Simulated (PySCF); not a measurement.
Stepwise substitution at one centre (Ga Br-OH). Isolated molecules, 0 K electronic values unless said otherwise. One relaxed conformer stands for each flexible species; it need not be the lowest. Strings in code marks are SMILES.

Method: B3LYP-D3(BJ)/def2-TZVP (PySCF). All candidates: neutral, multiplicity 1. B3LYP has the VWN-RPA correlation part, as in Gaussian. Excitations are Tamm–Dancoff values on a coarser integration grid. The basis has no diffuse functions, so Rydberg states are missing or too high.

```json
{
 "S1 excitation (TDA)": "5.67 eV",
 "HOMO": "-8.45 eV",
 "HOMO–LUMO gap": "6.68 eV"
}
```

**Question.** Which member has these values?
(A) `[OH][Ga]([OH])[OH]`
(B) `[OH][Ga]([OH])[Br]` (H–O–Ga–Br torsion 0°, Br–Ga–O–H torsion -180°)
(C) `[OH][Ga]([Br])[Br]` (H–O–Ga–Br torsion 180°)
(D) `[Br][Ga]([Br])[Br]`

**Answer.** B, `[OH][Ga]([OH])[Br]` (H–O–Ga–Br torsion 0°, Br–Ga–O–H torsion -180°). The others give `[Br][Ga]([Br])[Br]`: 4.75 eV, -8.42 eV, 5.74 eV; `[OH][Ga]([OH])[OH]`: 6.04 eV, -8.67 eV, 7.32 eV; `[OH][Ga]([Br])[Br]` (H–O–Ga–Br torsion 180°): 5.22 eV, -8.45 eV, 6.23 eV
